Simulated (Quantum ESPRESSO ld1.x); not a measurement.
Task: All-electron atom: Xe+ in [Kr] 4d10 5s2 5p5. All-electron calculation, scalar-relativistic Kohn-Sham, LDA (Slater exchange, VWN5 correlation), spin-polarised, spherical densities, point nucleus; open shells are filled with parallel spins first. Program: ld1.x of Quantum ESPRESSO 7.5. Some entries of the table are withheld. Estimate them.

orbital,occ.,eigenvalue (hartree),<1/r> (bohr^-1),r(max) (bohr)
1s up,1,-1262.19,58.06,0.017
1s down,1,-1262.19,58.06,0.017
2s up,1,-196.789,13.32,0.097
2s down,1,-196.788,13.32,0.097
2p up,3,-176.711,12.72,0.077
2p down,3,-176.710,12.72,0.077
3s up,1,-40.5305,4.784,0.279
3s down,1,-40.5291,4.784,0.279
3p up,3,-34.0456,4.548,0.272
3p down,3,-34.0440,4.548,0.272
3d up,5,-24.4018,4.310,0.227
3d down,5,-24.4003,4.310,0.227
4s up,1,-7.61073,1.955,0.662
4s down,1,-7.60763,1.955,0.662
4p up,3,-5.55393,1.793,0.694
4p down,3,-5.55050,1.794,0.694
4d up,5,-2.55592,1.513,0.746
4d down,5,-2.55082,1.515,0.746
5s up,1,-1.08847,(1),1.61
5s down,1,-1.06636,(2),1.61
5p up,3,-0.64169,0.5941,1.87
5p down,2,-0.61979,0.5922,1.87
6s up,0,(3),0.2667,4.23
6s down,0,(4),0.2623,4.30
4f up,0,-0.03305,0.07600,(5)
4f down,0,-0.03291,0.07445,(6)

Result: 
(1) 5s up <1/r> (bohr^-1): 0.7208
(2) 5s down <1/r> (bohr^-1): 0.7217
(3) 6s up eigenvalue (hartree): -0.20224
(4) 6s down eigenvalue (hartree): -0.19719
(5) 4f up r(max) (bohr): 14.1
(6) 4f down r(max) (bohr): 14.2
